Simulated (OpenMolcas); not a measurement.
## Cl I: thermal populations, worked from levels

| Quantity | Value |
| --- | --- |
| Program | OpenMolcas |
| Basis | ANO-R3 [6s5p4d3f1g] |
| Scalar Hamiltonian | X2C, finite nucleus |
| Active space | 5 electrons in 9 orbitals (RAS2 3p; RAS3 3d 4s, at most 1 electron) |
| State averaging | 2S+1 = 2 odd, 3 roots; 2S+1 = 4 even, 3 roots; 2S+1 = 2 even, 8 roots |
| Spin-orbit coupling | state interaction with AMFI integrals over the reference wave functions, term energies averaged over their components |

Methods: RASSCF; SS-RASPT2, IPEA 0.25 Eh, imaginary shift 0.1 Eh (closed shells correlated: 2s 2p 3s). Measured levels: NIST Handbook of Basic Atomic Spectroscopic Data.

**Thermal populations.** Z = Σ (2J + 1) exp(-E/kT) with k = 0.695035 cm-1/K, over the levels below. No other level of either list lies under 65800 cm-1, which is above 7 kT at each temperature.

| Level | 2J + 1 | SS-RASPT2 | measured |
| --- | --- | --- | --- |
| 3s² 3p⁵ ²P°_3/2 | 4 | 0.0 | 0.0 |
| 3s² 3p⁵ ²P°_1/2 | 2 | 823 | 882 |
| 3s² 3p⁴ 4s ⁴P_5/2 | 6 | 61790 | 71958 |
| 3s² 3p⁴ 4s ⁴P_3/2 | 4 | 62300 | 72489 |
| 3s² 3p⁴ 4s ⁴P_1/2 | 2 | 62620 | 72827 |
| 3s² 3p⁴ 4s ²P_3/2 | 4 | 65210 | 74226 |

| T (K) | Z, SS-RASPT2 | Z, measured levels | Ground level (%), SS-RASPT2 | Ground level (%), measured levels |
| --- | --- | --- | --- | --- |
| 5000 | 5.578 | 5.552 | 71.7 | 72.1 |
| 8000 | 5.725 | 5.707 | 69.9 | 70.1 |
| 12000 | 5.821 | 5.802 | 68.7 | 68.9 |

At 12000 K, kT = 8340 cm-1, and the computed levels give Z = 4.000 + 1.812 + 0.004 + 0.002 + 0.001 + 0.002 = 5.821.

ANO sets are built for valence states and can reach diffuse excited orbitals poorly, and with the s shell closed the s pⁿ⁺¹ terms that mix with these levels are absent. Without dynamic correlation excited terms often stand tens of per cent too high (terms of higher spin than the ground term too low), and those without a measured partner can miss by more than the paired ones (holds for RASSCF). Measured partners are found by configuration, term and J. A level has none where our copy of the source lacks it or the pairing is in doubt (some pairs that miss far off the trend of their configuration count as doubtful), and it then counts in no deviation. Levels of configurations outside the active space are missing.

° marks odd parity.
